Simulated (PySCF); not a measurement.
Computed IR spectrum (relative IR intensity) of a molecule CH5ClFNSi. The structure is a stationary point at PBE-D3(BJ)/def2-SVP. The values are those of a single conformer. Method: PBE-D3(BJ)/def2-SVP in PySCF. Frequencies are harmonic and unscaled.

```json
[
 {"ν (cm⁻¹)": "147", "relative intensity": "6.8"},
 {"ν (cm⁻¹)": "244", "relative intensity": "2.6"},
 {"ν (cm⁻¹)": "264", "relative intensity": "4.5"},
 {"ν (cm⁻¹)": "269", "relative intensity": "10.0"},
 {"ν (cm⁻¹)": "304", "relative intensity": "22"},
 {"ν (cm⁻¹)": "383", "relative intensity": "94"},
 {"ν (cm⁻¹)": "510", "relative intensity": "33"},
 {"ν (cm⁻¹)": "685", "relative intensity": "17"},
 {"ν (cm⁻¹)": "765", "relative intensity": "5.4"},
 {"ν (cm⁻¹)": "845", "relative intensity": "100"},
 {"ν (cm⁻¹)": "852", "relative intensity": "79"},
 {"ν (cm⁻¹)": "920", "relative intensity": "99"},
 {"ν (cm⁻¹)": "1229", "relative intensity": "21"},
 {"ν (cm⁻¹)": "1377", "relative intensity": "3.1"},
 {"ν (cm⁻¹)": "1483", "relative intensity": "33"},
 {"ν (cm⁻¹)": "3495", "relative intensity": "18"},
 {"ν (cm⁻¹)": "3594", "relative intensity": "20"}
]
```

Task: Identify the compound among the candidates.
A. CN[Si@H](F)Cl
B. C[Si@@](N)(F)Cl
C. NC[Si@H](F)Cl
D. N[Si@@H](Cl)CF

Result: B, C[Si@@](N)(F)Cl
